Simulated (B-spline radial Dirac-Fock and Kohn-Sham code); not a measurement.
## Binding energies of Ag⁷⁺ at several levels of theory

System: silver as Ag⁷⁺, configuration [Kr] 4d4.

The density-functional columns are spherical, spin-unpolarised Dirac-Kohn-Sham results without Breit or QED terms: −ε is minus the orbital energy of the initial state and ΔSCF the difference of two total energies. The reference in the last column comes from Dirac-Fock ΔSCF + Breit + QED. All numbers are from a radial finite-basis atomic code, in eV; a selection of levels is shown. The Kohn-Sham columns are given as differences from the reference. For the 1s level of heavy atoms much of the gap between ΔSCF and the reference is the Breit and QED part, -78.5 eV here; for other levels the error of the functional can be larger.

```csv
level,PBE −ε − DF,PBE ΔSCF − DF,LDA −ε − DF,LDA ΔSCF − DF,Dirac-Fock
K,-215.5,+102.5,-246.9,+70.1,25653.6
L1,-102.9,-43.4,-106.6,-46.8,3954.0
L2,-78.6,-5.6,-79.8,-6.8,3666.3
L3,-81.0,-11.7,-82.0,-12.6,3493.4
M1,-53.0,-29.7,-54.3,-30.9,858.9
M2,-43.1,-19.3,-43.5,-19.6,744.2
M3,-42.7,-19.5,-43.1,-19.8,712.8
M4,-26.1,-1.1,-25.8,-0.7,511.0
M5,-26.3,-1.5,-26.0,-1.2,505.0
N1,-19.1,-7.4,-19.2,-7.5,229.6
N2,-12.8,-1.5,-12.7,-1.4,188.9
N3,-12.7,-1.7,-12.7,-1.7,183.1
"N4,5",-8.6,+1.4,-8.4,+1.5,123.3
```

Values without a named source are computed, but for edge energies of neutral atoms, which are taken from tables.
